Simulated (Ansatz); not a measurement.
Compare A (`O/C=C/[SiH2]O`) with its isomer B (`C[SiH2]C(=O)O`).

Calculated with Ansatz (gas phase, PBE0-D4/def2-TZVP geometries, no zero-point term in ΔE). CCSD(T)/CBS adds triple-zeta CCSD(T) − MP2 to the extrapolated MP2 energy (def2 sets, frozen cores). DFT in def2-TZVPP. Each species was taken in one conformer, which may not be the lowest.

A:

Z-matrix (Å, degrees):
```
Si
O 1 1.652
C 1 1.843 2 111.0
H 1 1.484 2 104.9 3 -121.6
H 1 1.492 2 111.3 3 121.3
H 2 0.958 1 116.8 3 -71.0
C 3 1.335 1 121.7 2 -13.3
H 3 1.091 1 119.8 2 166.6
O 7 1.346 3 127.3 1 179.7
H 7 1.086 3 122.2 1 -0.2
H 9 0.964 7 109.2 3 0.7
```

B:

```xyz
11

C    -0.177   -1.623    0.642
Si    0.019    0.220    0.766
C     0.105    0.920   -1.026
O     0.046    0.241   -2.018
O     0.240    2.258   -1.080
H     0.667   -2.059    0.103
H    -1.089   -1.872    0.096
H    -0.230   -2.079    1.633
H    -1.129    0.874    1.445
H     1.273    0.617    1.458
H     0.274    2.504   -2.019
```

(1) Which isomer does CCSD(T)/CBS put lower? Give the gap. (Best estimate.)

(2) Give E(B) − E(A) in kcal/mol with ωB97M-V, HF/def2-TZVPP, CCSD/def2-TZVPP, CCSD(T)/def2-TZVPP, PBE-D4, B2PLYP, MP2/def2-TZVPP. (Estimate.)

Largest T1 diagnostic: 0.015.

Answers

(1) Computed: A, by 7.5 kcal/mol.

(2) The calculation gave: ωB97M-V 5.0, HF/def2-TZVPP 7.6, CCSD/def2-TZVPP 6.9, CCSD(T)/def2-TZVPP 6.1, PBE-D4 1.6, B2PLYP 5.4, MP2/def2-TZVPP 7.1. None reverses the order clearly.

From PBE to PBE0 (25 % exact exchange), in def2-TZVPP and without D4, E(B) − E(A) moves by +2.3 kcal/mol.
